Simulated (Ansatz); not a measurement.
Basis-set extrapolation for `C[S][K]` (PBE0-D4/def2-TZVP geometry, frozen core, Ansatz 0.2.0). Multiplicity 1, RHF reference. For K the program correlates outer-core shells too, which these sets cover unevenly, so the extrapolated numbers aren't a true limit.

```csv
,def2-TZVPP,def2-QZVPP
HF,-1036.349354,-1036.375696
MP2 correlation,-0.524165,-0.603654
CCSD(T) correlation,-0.582400,not run
```

Energies in hartree. Use E(X) = E(∞) + A·exp(−7.88·√X) for Hartree–Fock and E(X) = E(∞) + B·X^(−2.97) for correlation, with X = 3 and 4, and add CCSD(T) minus MP2 of the smaller set to the MP2 limit.

Problem. What is the CCSD(T) energy at the basis-set limit?

Solution. HF limit: -1036.375696 + (-0.026342) × 0.13774 = -1036.37932. MP2 limit: -0.603654 + (-0.079489) × 0.74074 = -0.66253. Higher-order term: -0.582400 − (-0.524165) = -0.05824. Total: -1037.10009 hartree, 442.0 kJ/mol below CCSD(T)/def2-TZVPP.
